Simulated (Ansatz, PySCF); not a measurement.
Gas-phase reaction (SMILES): Cl[SiH](Cl)Cl [trichlorosilane] + F (HF) → F[Si](Cl)(Cl)Cl + [H][H] (H2); hydrogen fluoride cleaves one Si-H bond, a model of a ligand-exchange step.

Structures are relaxed separately at B3LYP-D3(BJ)/def2-TZVP in Ansatz (an electronic-structure program). Cores are frozen in the correlated levels unless marked. No spin-orbit coupling. No relativistic terms. CBS marks a two-point X^-3 extrapolation of the correlation energy; Hartree-Fock from the larger set (for Q and 5 zeta extrapolated as (X+1)exp(-9√X)). Thermal terms are rigid-rotor harmonic-oscillator values from B3LYP-D3(BJ) frequencies (PySCF) at 298.15 K and 1 atm. 1 Eh = 627.5095 kcal/mol.

```json
[
 {"species": "Cl[SiH](Cl)Cl", "E, CCSD(T)/CBS(cc-pV(Q+d)Z,cc-pV(5+d)Z) (Ansatz) (Eh)": "-1669.15790", "E, wB97M-V/def2-TZVPD (Ansatz) (Eh)": "-1670.82166", "H - E (Eh)": "0.02027", "G - E (Eh)": "-0.01548"},
 {"species": "F (HF)", "E, CCSD(T)/CBS(cc-pV(Q+d)Z,cc-pV(5+d)Z) (Ansatz) (Eh)": "-100.39528", "E, wB97M-V/def2-TZVPD (Ansatz) (Eh)": "-100.46200", "H - E (Eh)": "0.01259", "G - E (Eh)": "-0.00713"},
 {"species": "F[Si](Cl)(Cl)Cl", "E, CCSD(T)/CBS(cc-pV(Q+d)Z,cc-pV(5+d)Z) (Ansatz) (Eh)": "-1768.42500", "E, wB97M-V/def2-TZVPD (Ansatz) (Eh)": "-1770.16824", "H - E (Eh)": "0.01555", "G - E (Eh)": "-0.02216"},
 {"species": "[H][H] (H2)", "E, CCSD(T)/CBS(cc-pV(Q+d)Z,cc-pV(5+d)Z) (Ansatz) (Eh)": "-1.17453", "E, wB97M-V/def2-TZVPD (Ansatz) (Eh)": "-1.16077", "H - E (Eh)": "0.01336", "G - E (Eh)": "-0.00144"}
]
```

Q: Work out ΔE and ΔH, ΔG, ΔS and the equilibrium constant at 298.15 K at the first level, then ΔH at the second.

A: 
1. ΔE = [(-1768.42500) + (-1.17453)] - [(-1669.15790) + (-100.39528)] = -0.04635 Eh = -29.1 kcal/mol at CCSD(T)/CBS(cc-pV(Q+d)Z,cc-pV(5+d)Z).
2. The terms H - E add up to -0.00395 Eh, so ΔH = (-0.04635 + (-0.00395))×627.5095 = -31.6 kcal/mol.
3. The terms G - E add up to -0.00099 Eh, so ΔG = -29.7 kcal/mol, and ΔS = (-0.00395 - (-0.00099))×627509.5/298.15 = -6.2 cal/(mol K).
4. log10 K = -ΔG/(RT ln 10) = 21.8, with RT ln 10 = 1.3642 kcal/mol.
5. At wB97M-V/def2-TZVPD the same steps give ΔE = -28.5 and ΔH = -30.9 kcal/mol, a shift of +0.7 from the first level.
6. These values are not checked against measurement here, since the tables used lack a sound gas-phase enthalpy of formation for at least one species.
